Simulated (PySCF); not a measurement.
**A small calculation by hand: chemical shift, span and skew from a shielding tensor**

C3H6F2Si, SMILES FC(=CC[SiH3])F. Atoms are numbered in the order given.

```xyz
12

F      1.8981    -0.5212    -0.4745
C      1.3342     0.2483     0.4304
F      2.1385     0.4131     1.4539
C      0.1242     0.7842     0.3190
C     -0.7900     0.5576    -0.8397
Si    -2.2069    -0.6270    -0.4074
H     -0.2057     1.3956     1.1618
H     -1.2301     1.5109    -1.1778
H     -0.2411     0.1387    -1.6979
H     -2.9686    -0.0980     0.7656
H     -3.1424    -0.7669    -1.5663
H     -1.6547    -1.9698    -0.0555
```

Geometry optimised at PBE0-D3(BJ)/def2-SVP. The structure was generated by enumeration, and PubChem lists no compound with its InChIKey, so it may never have been made. One conformer was computed; it need not be the lowest.

GIAO shieldings from PySCF with B3LYP/pcSseg-1, non-relativistic, no solvent. The symmetric part of the tensor of Si6 has the principal values 372.6, 388.2, 452.3 ppm. The same nucleus in TMS has σ = 338.7 ppm at this level (PySCF, at its B3LYP-D3(BJ)/def2-TZVP geometry).

Question: Work out the isotropic shielding, the ²⁹Si shift against TMS, the span and the skew.

Answer: 
σ(iso) = (σ11 + σ22 + σ33)/3 = 404.4 ppm. δ = σ(ref) − σ(iso) = 338.7 − (404.4) = -65.7 ppm.
Span Ω = σ33 − σ11 = 79.7 ppm. Skew κ = 3(σ(iso) − σ22)/Ω = 0.61. Tumbling in solution averages the tensor to δ; in a static solid the shielding alone would spread this spin-1/2 line over Ω.
